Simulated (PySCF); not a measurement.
A calculated (BP86, PySCF 2.14, x2c-SVPall, the spin-free X2C one-electron Hamiltonian (Gaussian nucleus)) atom or ion has these occupied shells.

```csv
shell,electrons,orbital energy (eV),"rms radius, mean of both spins (bohr)"
1s α,1,-13304.8,0.0493
1s β,1,-13304.7,0.0493
2s α,1,-1732.3,0.205
2s β,1,-1732.2,0.205
2p α,3,-1528.6,0.183
2p β,3,-1528.6,0.183
3s α,1,-237.82,0.591
3s β,1,-237.75,0.591
3p α,3,-173.45,0.610
3p β,3,-173.36,0.610
3d α,5,-66.827,0.658
3d β,5,-66.713,0.658
4s α,1,-20.325,1.80
4s β,1,-19.459,1.80
4p α,3,-8.019,2.24
4p β,2,-7.220,2.24
```

Q: Name the element and its charge.

A: Br (bromine, neutral), in [Ar] 3d10 4s2 4p5, 2P determinant.
